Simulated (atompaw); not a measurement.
## Re: one change to a PAW (atompaw) potential, before and after

- Element: rhenium (Re)
- Generator: atompaw 4.2.0.5
- Type: PAW
- Functional: PBE
- Relativity: scalar-relativistic
- Frozen core: [Kr] 4d10 4f14
- Valence charge: 15
- Reference configuration: 5s2 5p6 5d5 6s1.5 6p0 (charge +0.5)
- Partial waves: 5s (bound): rc 1.60 bohr; 6s (bound): rc 1.95 bohr; 5p (bound): rc 1.50 bohr; 6p (bound, empty): rc 1.85 bohr; 5d (bound): rc 1.95 bohr; 5d channel at 0.6 Ry: rc 1.95 bohr; 5f channel at 0.05 Ry: rc 1.95 bohr
- Local potential: bessel scheme, radius 1.90 bohr
- Core correction: smooth core density matched at 1.20 bohr
- Augmentation charge: gaussian compensation charge, radius 1.60 bohr; PAW radius 1.95 bohr; waves and projectors: custom polynom gramschmidtortho

All-electron outer shells of the reference configuration (PBE, scalar-relativistic, ld1.x):

```tsv
shell	level (eV)	outermost node (bohr)	outermost maximum (bohr)
5s	-88.99	0.52	0.93
5p	-50.76	0.56	1.06
4f	-46.04	–	0.41
6s	-9.22	1.24	2.51
5d	-9.03	0.62	1.41
6p	-4.02	1.48	3.39
```

Change: all radii scaled by about 1.20 (s 1.92, p 1.80, d 2.34, f 2.34 bohr); local potential bessel scheme, radius 2.28 bohr; augmentation gaussian compensation charge, radius 1.92 bohr; PAW radius 2.34 bohr; waves and projectors: custom polynom gramschmidtortho; core correction smooth core density matched at 1.44 bohr.

Cutoffs: the cutoffs (Ry, on a coarse ladder) from which the occupation-weighted sum of valence levels, in a spherical-Bessel basis at the reference potential, stays within 10 and 1 mRy of its value at 400 Ry; they do not see the model core or the augmentation charge, which bear on the density cutoff.

Question: What does the change do?

Answer: The potential gets softer (35 Ry and 55 Ry → 35 Ry and 45 Ry); neither file shows a bound ghost. A larger radius leaves more room for a smooth pseudo-wave, so fewer plane waves are needed.

```tsv
quantity	base	changed
cutoff, loose	35 Ry	35 Ry
cutoff, tight	55 Ry	45 Ry
loose cutoff by channel (10 mRy a level)	s 18 Ry, p 25 Ry, d 21 Ry	s 15 Ry, p 21 Ry, d 15 Ry
bound ghosts	none	none
lowest overlap eigenvalue by channel	s 0.62, p 0.69, d 0.95, f 1.00	s 0.58, p 0.61, d 0.93, f 1.00
```

 The cutoffs see the waves, projectors and local potential, not the compensation charge or the core.
